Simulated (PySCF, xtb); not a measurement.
C₃H₆FNSi, SMILES F[SiH2]N1C=CC1. Other conformers were not sampled.

Harmonic wavenumbers (cm⁻¹) from GFN2-xTB (xtb 6.7.1) at its own minimum, in rising order: 47, 102, 138, 280, 420, 537, 546, 565, 675, 737, 794, 817, 824, 946, 969, 987, 1051, 1070, 1110, 1166, 1218, 1378, 1441, 1613, 2271, 2340, 2984, 2998, 3133, 3193.

Problem. What does PySCF with PBE0-D3(BJ)/def2-SVP give at its own minimum? (The exact figures need the calculation; the answer reports its results.)

Solution. 78, 84, 193, 281, 443, 538, 662, 681, 791, 864, 907, 913, 944, 954, 977, 994, 1078, 1104, 1111, 1224, 1262, 1387, 1453, 1638, 2280, 2289, 3072, 3141, 3230, 3309. Paired by order, the mean absolute difference is 56 cm⁻¹ and the zero-point energies are 52.0 and 54.2 kcal/mol.
